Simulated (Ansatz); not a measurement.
A structure relaxed at PBE0-D4/def2-SVP in Ansatz, charge 0, singlet:

```xyz
6

Ti   -0.441    0.229   -0.525
O     1.352   -0.210   -0.052
O     0.695    0.143    1.183
O    -1.359   -1.036   -0.762
H    -0.921    1.568   -1.520
H     0.674   -0.694    1.676
```

(1) Give its formula.

(2) Summarise the bond lengths by kind (pairs closer than 1.2 times the sum of covalent radii, bridged metal pairs left out).

Answers

(1) the cluster TiO₃H₂.

(2) 3 × O–Ti 1.58 to 2.05 Å; 1 × O–O 1.44 Å; 1 × H–Ti 1.74 Å; 1 × H–O 0.97 Å. The metal has 4 neighbours: O 1.91 Å, O 2.05 Å, O 1.58 Å, H 1.74 Å.

The structure holds one bond between oxygen atoms, so isomers without such links may lie far lower. No other spin state of charge 0 was run. Another isomer (singlet) lies 0.80 eV lower at PBE0-D4/def2-TZVP; other spin states weren't run for this one.
